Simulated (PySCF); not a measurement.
Job file and geometry (Å, from PBE0-D3(BJ)/def2-SVP) of an NMR shielding run on SMILES OB(O)[SiH2]O[SiH2][SiH3], BH₉O₃Si₃, GIAO PBE0/pcSseg-1 NMR shielding, non-relativistic, gas phase in PySCF 2.14.0, density-fitted response routines; density fitting, a coarse starting grid and PySCF grid level 2 are the driver's defaults:

```
$ OMP_NUM_THREADS=1 python probes_run.py task.json out

{"job": {"kind": "nmr", "xc": "PBE0", "basis": "pcSseg-1"}, "charge": 0, "multiplicity": 1}
O     -1.961464     1.137291     1.087563
B     -2.595754     0.084040     0.510165
O     -3.929711    -0.082803     0.663408
Si    -1.402116    -1.157870    -0.553408
O      0.083856    -0.379038    -0.315509
Si     1.691132    -0.636724    -0.688922
Si     2.899454     1.142165     0.241637
H     -1.015829     1.106951     0.880817
H     -4.314423     0.618507     1.205859
H     -1.305228    -2.565173    -0.047936
H     -1.683688    -1.239740    -2.022589
H      1.880076    -0.688825    -2.173536
H      2.152071    -1.944887    -0.123945
H      4.366495     0.952226     0.018236
H      2.478439     2.434442    -0.383616
H      2.639508     1.218078     1.713161
```

Problem. Write the output of this run.

Solution. 
```
coarse grid: 14800 points
cycle   1  E = -1123.6120296259  dE =  4.993e-01  |g| = 1.078e+00  |ddm| = 3.540e+00
cycle   2  E = -1123.2870573507  dE =  3.250e-01  |g| = 1.700e+00  |ddm| = 1.973e+00
cycle   3  E = -1123.8112109536  dE = -5.242e-01  |g| = 1.679e-01  |ddm| = 1.452e+00
cycle   4  E = -1123.8158297890  dE = -4.619e-03  |g| = 7.641e-02  |ddm| = 1.825e-01
cycle   5  E = -1123.8168039032  dE = -9.741e-04  |g| = 1.362e-02  |ddm| = 5.012e-02
cycle   6  E = -1123.8168410976  dE = -3.719e-05  |g| = 2.326e-03  |ddm| = 1.264e-02
cycle   7  E = -1123.8168425111  dE = -1.414e-06  |g| = 4.703e-04  |ddm| = 3.308e-03
final grid: 128960 points
cycle   8  E = -1123.8834883271  dE = -2.453e-05  |g| = 9.189e-03  |ddm| = 1.784e-02
cycle   9  E = -1123.8834681224  dE =  2.020e-05  |g| = 1.413e-02  |ddm| = 1.392e-02
cycle  10  E = -1123.8835023586  dE = -3.424e-05  |g| = 9.587e-04  |ddm| = 9.162e-03
cycle  11  E = -1123.8835025203  dE = -1.617e-07  |g| = 3.323e-04  |ddm| = 9.131e-04
cycle  12  E = -1123.8835025382  dE = -1.792e-08  |g| = 6.119e-05  |ddm| = 2.191e-04
cycle  13  E = -1123.8835025390  dE = -8.167e-10  |g| = 1.113e-05  |ddm| = 7.775e-05
converged SCF energy = -1123.8835025390

GIAO shielding tensors (ppm)
atom      isotropic    diamagn.    paramagn.     s11        s22        s33       span
  0 O      165.010     393.860    -228.849    -25.682    230.924    289.789    315.472
  1 B       69.692     204.453    -134.761     54.849     58.791     95.434     40.585
  2 O      202.214     383.650    -181.435     79.054    244.156    283.433    204.378
  3 Si     378.053     880.319    -502.266    310.366    340.234    483.560    173.194
  4 O      341.642     404.317     -62.675    289.369    341.037    394.519    105.150
  5 Si     368.436     879.360    -510.923    289.833    346.445    469.031    179.199
  6 Si     459.182     880.462    -421.280    452.083    457.859    467.603     15.520
  7 H       25.044      36.515     -11.471     16.635     24.844     33.653     17.018
  8 H       26.827      29.244      -2.417     21.527     22.690     36.263     14.736
  9 H       26.302      28.878      -2.577     22.817     25.142     30.946      8.130
 10 H       26.292      28.790      -2.498     22.772     25.080     31.025      8.253
 11 H       25.826      28.585      -2.759     22.193     24.931     30.353      8.160
 12 H       25.836      28.722      -2.886     22.208     24.976     30.325      8.117
 13 H       27.908      28.064      -0.156     24.979     25.263     33.483      8.505
 14 H       27.656      29.482      -1.826     24.693     25.900     32.374      7.682
 15 H       27.672      29.654      -1.982     24.654     26.082     32.280      7.626
```

Problem. Turn these shieldings into chemical shifts. Chemical shifts δ = σref − σ; H2O for 17O (334.56 ppm); BF3·OEt2 for 11B (100.73 ppm); 29Si (351.99 ppm), 1H (31.27 ppm) against TMS, all at this level.

Solution. Averaging equivalent atoms: O 0/2: 150.9; O 4: -7.1; B 1: 31.0; Si 5: -16.4; Si 3: -26.1; Si 6: -107.2; H 11/12: 5.44; H 7/8: 5.33; H 9/10: 4.97; H 13/14/15: 3.52 ppm. Experimental scales use liquid or dissolved standards, which lie at an offset from isolated H2O (liquid H2O: subtract about 36 ppm).

Size and cost of the density-fitted run: 185 basis functions, 26 s wall time on 1 thread of an Arm Neoverse V1, shared host; peak memory 0.95 GiB.
